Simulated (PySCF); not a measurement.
## `c1(O)cccc(N)c1`, C6H7NO

Cartesian coordinates in Å; atom numbers follow the order of the lines, from 1:
```xyz
15

N     2.408    0.156    1.138
C     1.101    0.246    0.709
C     0.291    1.330    1.098
C    -1.009    1.430    0.619
C    -1.540    0.475   -0.247
C    -0.737   -0.603   -0.633
O    -1.180   -1.570   -1.466
C     0.570   -0.718   -0.159
H     2.645    0.669    1.976
H     2.841   -0.757    1.087
H     0.691    2.091    1.772
H    -1.629    2.275    0.927
H    -2.565    0.562   -0.618
H    -2.088   -1.371   -1.716
H     1.169   -1.571   -0.485
```

Method used: PySCF, TDDFT CAM-B3LYP/aug-cc-pVDZ excited states, vertical, gas phase. Geometry: PBE0-D3(BJ)/def2-SVP.

Problem. Give the one- and two-photon strengths of the lowest singlets.

Solution. δ for parallel linear polarisation; σ at the peak of a Lorentzian of half width 0.1 eV, single beam; Ω is circular over linear.
| state | E (eV) | f | photon λ (nm) | δ (au) | σ (GM) | Ω | main |
| --- | --- | --- | --- | --- | --- | --- | --- |
| S1 | 4.87 | 0.030 | 509 | 13.9 | 0.12 | 1.50 | HOMO→LUMO 0.31, HOMO→LUMO+4 0.27 |
| S2 | 4.89 | 0.011 | 507 | 11.4 | 0.10 | 1.50 | HOMO→LUMO 0.54, HOMO→LUMO+4 0.14 |
| S3 | 5.22 | 0.002 | 475 | 76.8 | 0.77 | 1.50 | HOMO→LUMO+1 0.76 |
| S4 | 5.52 | 0.075 | 449 | 104 | 1.16 | 0.37 | HOMO→LUMO+6 0.58, HOMO−1→LUMO+4 0.14 |
| S5 | 5.58 | 0.006 | 445 | 24.6 | 0.28 | 1.03 | HOMO→LUMO+2 0.79 |
| S6 | 5.77 | 0.004 | 430 | 58 | 0.71 | 1.48 | HOMO−1→LUMO 0.54, HOMO→LUMO+3 0.11 |

Among these, the strongest one-photon state is S4, the strongest two-photon state S4, with a dipole change of 1.4 D (relaxed, norm of the difference vector).
